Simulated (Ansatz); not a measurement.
A run on C$_{2}$H$_{10}$BOP with other settings.

```yaml
crystal:
  periodic: [false, false, false]
  atoms:
    - {symbol: C, position_ang: [-1.356853, 0.050045, 1.438879]}
    - {symbol: B, position_ang: [-0.382890, -0.740375, 0.488276]}
    - {symbol: C, position_ang: [1.105444, -1.042907, 0.882012]}
    - {symbol: O, position_ang: [-0.803178, -1.195315, -0.729936]}
    - {symbol: P, position_ang: [0.661855, 1.701820, -1.778982]}
    - {symbol: H, position_ang: [-1.087795, 1.112541, 1.402531]}
    - {symbol: H, position_ang: [-2.414678, -0.026118, 1.169164]}
    - {symbol: H, position_ang: [-1.247220, -0.254478, 2.483334]}
    - {symbol: H, position_ang: [1.126257, -1.779275, 1.694364]}
    - {symbol: H, position_ang: [1.603643, -0.151560, 1.275058]}
    - {symbol: H, position_ang: [1.694517, -1.442348, 0.054535]}
    - {symbol: H, position_ang: [-1.727932, -0.997403, -0.899227]}
    - {symbol: H, position_ang: [1.340548, 2.694857, -2.534359]}
    - {symbol: H, position_ang: [1.630395, 0.703251, -2.050367]}
    - {symbol: H, position_ang: [-0.164113, 1.316565, -2.865779]}
basis:
  gaussian: {orbitals: aug-pcseg-2}
hamiltonian: {xc: {name: r2SCANh}}
output: {forces: true}
```

```sh
$ ansatz run in.yaml --threads 4 --pin off --events-out ev --progress --plain --max-ram 10444MiB
```

Output, abridged:

```
Functional definition: r2SCANh
1738 factors; their error is unknown
mean field evaluation 1: about -14234.2508 eV, gradient 8.5e1 eV
mean field evaluation 2: about -14224.9362 eV, gradient 1.0e2 eV
mean field evaluation 4: about -14249.3414 eV, gradient 6.2e0 eV
mean field evaluation 8: about -14249.4252 eV, gradient 9.3e-2 eV
mean field evaluation 16: about -14249.3956 eV, gradient 8.0e-5 eV
mean field -14249.39559938 eV, -523.6556296898 hartree, gradient 8.0e-5 eV, S^2 0.000000; 0 other end points of the search recorded, 0 dependent functions left out
reference -14249.39562591 eV, -523.6556306650 hartree; 25, 25 occupied and 439, 439 virtual orbitals, 1738 factors
Total energy: -14249.39562591 eV, -523.6556306650 hartree
Atom 0 at    -1.356853     0.050045     1.438879 Å, force    -0.026241     0.015007     0.027143 eV/Å
Atom 1 at    -0.382890    -0.740375     0.488276 Å, force     0.028247     0.026921     0.053922 eV/Å
Atom 2 at     1.105444    -1.042907     0.882012 Å, force     0.038681    -0.007450     0.006217 eV/Å
Atom 3 at    -0.803178    -1.195315    -0.729936 Å, force    -0.150392     0.022568    -0.041548 eV/Å
Atom 4 at     0.661855     1.701820    -1.778982 Å, force     0.030862    -0.001540    -0.077426 eV/Å
Atom 5 at    -1.087795     1.112541     1.402531 Å, force    -0.029051    -0.097167     0.017711 eV/Å
Atom 6 at    -2.414678    -0.026118     1.169164 Å, force     0.091790     0.012365     0.023488 eV/Å
Atom 7 at    -1.247220    -0.254478     2.483334 Å, force    -0.010597     0.039200    -0.087128 eV/Å
Atom 8 at     1.126257    -1.779275     1.694364 Å, force     0.003930     0.067299    -0.066962 eV/Å
Atom 9 at     1.603643    -0.151560     1.275058 Å, force    -0.039961    -0.087428    -0.026178 eV/Å
Atom 10 at     1.694517    -1.442348     0.054535 Å, force    -0.047994     0.034990     0.078506 eV/Å
Atom 11 at    -1.727932    -0.997403    -0.899227 Å, force     0.140868    -0.029716     0.022578 eV/Å
Atom 12 at     1.340548     2.694857    -2.534359 Å, force    -0.025386    -0.039744     0.023513 eV/Å
Atom 13 at     1.630395     0.703251    -2.050367 Å, force    -0.035453     0.032342     0.008908 eV/Å
Atom 14 at    -0.164113     1.316565    -2.865779 Å, force     0.030695     0.012353     0.037256 eV/Å
Dipole moment:    -0.184509     0.091875    -0.026454 e Å
```

Hardware: 4 threads of an Arm Neoverse V1 on a shared host. Wall time 24 s, peak host memory 2.4 GiB.
